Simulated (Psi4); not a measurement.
A dimer, C3H8 ··· H4OSi (SMILES CCC and O[SiH3]); the first 11 atoms form monomer A.

```
17

C      1.2115    -0.4328    -0.1138
C      0.1078     0.5877     0.1518
C     -1.2915    -0.0034     0.0012
H      2.2032     0.0097    -0.0021
H      1.1378    -0.8348    -1.1274
H      1.1419    -1.2747     0.5795
H      0.2214     1.4334    -0.5330
H      0.2240     0.9956     1.1603
H     -1.4434    -0.8329     0.6964
H     -1.4472    -0.3891    -1.0095
H     -2.0654     0.7412     0.1966
Si    -2.7488    -5.9577    -0.2635
O     -1.3535    -5.4692    -1.0019
H     -2.8881    -7.3936    -0.5748
H     -2.6865    -5.7642     1.2067
H     -3.9273    -5.2142    -0.7745
H     -1.0842    -4.5519    -0.9158
```

Task: What interaction energy does SAPT0/jun-cc-pVDZ, frozen core (Psi4) give, and which attractive term is the largest?

Result: Total -0.80 kJ/mol: electrostatics -0.22, exchange 0.01, induction -0.09, dispersion -0.51. The most attractive term is dispersion.
